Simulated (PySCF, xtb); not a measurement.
H8N2Si2, SMILES N[SiH](N)[SiH3]. Other conformers were not sampled.

Harmonic wavenumbers (cm⁻¹) from GFN2-xTB run with xtb at its own minimum, in rising order: 28, 137, 175, 197, 230, 262, 432, 440, 462, 558, 567, 646, 690, 795, 803, 815, 820, 825, 882, 908, 1528, 1534, 2093, 2197, 2204, 2210, 3464, 3479, 3508, 3515.

Task: What does ωB97X-D3(BJ)/def2-SVP run with PySCF 2.14.0 give at its own minimum? (An estimate is asked for; the answer gives what the named calculation found.)

Result: 95, 128, 170, 207, 234, 315, 350, 407, 439, 513, 514, 737, 763, 818, 854, 890, 923, 949, 955, 966, 1545, 1549, 2191, 2220, 2227, 2232, 3614, 3628, 3716, 3730. Paired by order, the mean absolute difference is 66 cm⁻¹ and the zero-point energies are 52.0 and 54.2 kcal/mol.
